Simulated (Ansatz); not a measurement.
A series at Sn: from `[F][Sn]([F])([F])[F]`, ligands are replaced one by one, each step taking up H₂ and setting free H–F; n counts the steps. Ansatz, PBE0-D4/def2-TZVP geometries.

CBS adds triple-zeta CCSD(T) − MP2 to the MP2 limit, frozen cores; atoms without spin–orbit coupling. Elements past krypton have def2 core potentials. Outer-core shells of Sn are correlated without core-valence functions. Spin–orbit coupling is left out.

| n | molecule | atomization energy, CCSD(T)/CBS (kJ/mol) |
| --- | --- | --- |
| 0 | `[F][Sn]([F])([F])[F]` | 1754.8 |
| 1 | `[F][SnH]([F])[F]` | 1617.4 |
| 2 | `[F][SnH2][F]` | 1451.4 |
| 3 | `[F][SnH3]` | 1274.4 |
| 4 | `[SnH4]` | ? |

Problem. By hand: fit a straight line y = ȳ + b (n − n̄) to the 4 given rows and predict n = 4.

Solution. n̄ = 1.500, ȳ = 1524.50; Σ(n − n̄)(y − ȳ) = -803.60, Σ(n − n̄)² = 5.000, so b = -160.72 kJ/mol a step. Prediction: 1524.50 + (-160.72) × (2.500) = 1122.7 kJ/mol.

Problem. By hand: compare with the computed value, 1104.7 kJ/mol, and give the steps along the whole series.

Solution. The line misses by -18.0 kJ/mol (computed minus predicted). Steps: -137.4, -166.0, -177.0, -169.7 kJ/mol.

The steps differ by up to 39.6 kJ/mol without a steady trend. The miss is 2.8 % of the series' range. The energies themselves are unsure by some kJ/mol a bond, though much of that is common to the series.
